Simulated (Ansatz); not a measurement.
Start from `C#[C][Hf]([Cl])([Cl])[Cl]` and change one atom or group to get `CC[Se][Hf]([Cl])([Cl])[Cl]`.

Ansatz, PBE0-D4/def2-TZVP geometries, multiplicity 1. Each molecule was computed in one conformer, which needn't be the lowest.

Elements past krypton have def2 core potentials. Scalar relativity is left out up to krypton.

| property | `C#[C][Hf]([Cl])([Cl])[Cl]` |
| --- | --- |
| zero-point energy (PBE0-D4/def2-TZVP) / kJ/mol | 56.8 |
| LUMO energy (B3LYP/def2-TZVPP) / eV | -2.56 |
| size of the dipole moment (PBE/def2-TZVPP) / D | 1.52 |
| LUMO energy (PBE0/def2-TZVPP) / eV | -2.38 |
| HOMO energy (B3LYP/def2-TZVPP) / eV | -8.50 |
| HOMO–LUMO gap (B3LYP/def2-TZVPP) / eV | 5.94 |

(1) Give the same properties after the change, and the shifts. (Best estimate.)

Results:

(1) Ansatz gave: 
| property | `CC[Se][Hf]([Cl])([Cl])[Cl]` | shift |
| --- | --- | --- |
| zero-point energy (PBE0-D4/def2-TZVP) / kJ/mol | 184.2 | 127.4 |
| LUMO energy (B3LYP/def2-TZVPP) / eV | -2.25 | 0.31 |
| size of the dipole moment (PBE/def2-TZVPP) / D | 2.16 | 0.64 |
| LUMO energy (PBE0/def2-TZVPP) / eV | -2.07 | 0.31 |
| HOMO energy (B3LYP/def2-TZVPP) / eV | -7.09 | 1.41 |
| HOMO–LUMO gap (B3LYP/def2-TZVPP) / eV | 4.84 | -1.10 |

With PBE0 the HOMO rises by 1.44 eV and the LUMO rises by 0.31 eV, so the gap narrows by about 1.13 eV. PBE moves the HOMO by 1.34 eV and ωB97M-V by 1.57 eV. The zero-point energy changes by 127.4 kJ/mol with +15 modes. Dipoles are sizes alone; their direction can turn.

B3LYP here is the variant with VWN-RPA as its local correlation; programs differ in this.

Spin–orbit coupling is left out; it splits and shifts lone-pair levels of the heavy atoms by tenths of an eV.
